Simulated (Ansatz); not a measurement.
Total energies of C2H10OSi2, SMILES `O[SiH2]CC[SiH3]`.

```xyz
15

O    -1.120    1.496    1.419
Si   -1.729    0.640    0.147
C    -0.784   -0.939   -0.205
C     0.600   -0.774   -0.844
Si    1.910    0.043    0.223
H    -0.256    1.896    1.307
H    -3.123    0.309    0.529
H    -1.728    1.469   -1.096
H    -1.428   -1.536   -0.864
H    -0.713   -1.505    0.732
H     1.005   -1.752   -1.132
H     0.526   -0.200   -1.775
H     3.236   -0.020   -0.447
H     2.003   -0.614    1.554
H     1.600    1.487    0.451
```

Total charge 0; spin multiplicity 1. The geometry is a stationary point of PBE0-D4/def2-TZVP. It is one conformer, not always the lowest. Basis def2-TZVPP, Ansatz 0.2.0.

RPA on PBE orbitals: Hartree–Fock energy of these orbitals -734.35579 Eh, correlation -1.47436 Eh (frozen core).

| functional | energy without D4 (Eh) | D4 term (kJ/mol) |
| --- | --- | --- |
| LDA (SPW92) | -732.90370 | – |
| PBE | -736.05500 | -34.1 |
| revPBE | -736.38428 | -100.2 |
| BLYP | -736.48283 | -73.9 |
| r2SCAN | -736.42231 | -8.7 |
| PBE0 | -736.13552 | -29.1 |
| B3LYP | -736.61811 | -54.6 |
| CAM-B3LYP | -736.50608 | -29.6 |
| LC-ωPBE | -736.29676 | – |
| PBE-QIDH | -735.95059 | – |

Q: Give the same for B97M-V, r2SCANh, r2SCAN0, HSE06 (plane-wave form), BHLYP, ωB97X-V, ωB97M-V, B2PLYP. (Best estimate.)

A: Ansatz gave: 
| functional | energy without D4 (Eh) | D4 term (kJ/mol) |
| --- | --- | --- |
| B97M-V | -736.39764 | – |
| r2SCANh | -736.41294 | -9.3 |
| r2SCAN0 | -736.40007 | -10.2 |
| HSE06 (plane-wave form) | -736.11317 | -27.2 |
| BHLYP | -736.47827 | -41.8 |
| ωB97X-V | -736.42975 | – |
| ωB97M-V | -736.44092 | – |
| B2PLYP | -736.19374 | – |

B3LYP takes the VWN-RPA correlation (the form of Gaussian; ORCA's B3LYP/G). HSE06 is the plane-wave form, built on full-range PBE exchange. The double hybrids freeze the cores in their second-order part.

LC-ωPBE has ω = 0.4 bohr⁻¹.
